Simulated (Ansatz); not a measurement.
Reaction (substitution at a C–Si bond): `OC([SiH3])[SiH3]` + `O[SiH3]` → `OC([SiH3])O[SiH3]` + SiH₄

Program: Ansatz. Geometries: PBE0-D4/def2-TZVP. ΔE: electronic, gas phase. CCSD(T)/CBS adds triple-zeta CCSD(T) − MP2 to the extrapolated MP2 energy (def2 sets, frozen cores). This one scheme is used for every species. One conformer a species, not always the lowest.

| species | CCSD/def2-TZVPP energy (Eh) |
| --- | --- |
| `OC([SiH3])[SiH3]` | -696.02681 |
| `O[SiH3]` | -366.61114 |
| `OC([SiH3])O[SiH3]` | -771.19143 |
| SiH₄ | -291.43180 |

Problem. Work out ΔE.

Solution. ΔE = (-771.19143) + (-291.43180) − (-696.02681) − (-366.61114) = 0.01472 Eh = +9.2 kcal/mol. CCSD(T)/CBS gives +10.7 kcal/mol.

Largest T1 diagnostic among the species: 0.013.

In def2-TZVPP, CCSD(T) changes the Hartree–Fock value by +2.2 kcal/mol (the triples alone add −0.1 kcal/mol) and MP2 by +3.8 kcal/mol.
